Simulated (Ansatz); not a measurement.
Consider the hydrogenolysis of the Si–F bond: `C[Si](F)(Cl)N=C=O` + H₂ → `C[SiH](Cl)N=C=O` + H–F.

Calculated with Ansatz (gas phase, PBE0-D4/def2-TZVP geometries, no zero-point term in ΔE). CBS: MP2 limit from def2 TZ/QZ plus the TZ coupled-cluster correction, frozen cores. This one scheme is used for every species. Functionals use def2-TZVPP. HSE06 is defined as in plane-wave codes. One conformer a species, not always the lowest.

| species | HSE06 energy (Eh) |
| --- | --- |
| `C[Si](F)(Cl)N=C=O` | -1057.24970 |
| H₂ | -1.16797 |
| `C[SiH](Cl)N=C=O` | -957.98084 |
| H–F | -100.38998 |

Problem. Work out ΔE.

Solution. ΔE = (-957.98084) + (-100.38998) − (-1057.24970) − (-1.16797) = 0.04685 Eh = +29.4 kcal/mol. CCSD(T)/CBS gives +31.1 kcal/mol.

Problem. What do rigid-rotor, harmonic-oscillator terms from PBE0-D4/def2-TZVP frequencies (298.15 K, 1 bar) make of the CCSD(T)/CBS value? (Estimate.)

Solution. Ansatz gave: ΔZPE = +3.0 kcal/mol, ΔH = +33.6 kcal/mol, ΔS = 24 J/(mol·K), ΔG = +31.8 kcal/mol. Modes under 50 cm⁻¹ make the entropy rough.

Largest T1 diagnostic among the species: 0.014.

From r2SCAN to r2SCAN0 (25 % exact exchange), in def2-TZVPP and without D4, ΔE moves by −1.1 kcal/mol. Leaving LDA and LC-ωPBE aside and taking each functional with its dispersion term where it has one, the values, not all of them listed here, spread over 4.1 kcal/mol, from HSE06-D4 to B97M-V. LDA lies +1.2 kcal/mol from PBE without D4.
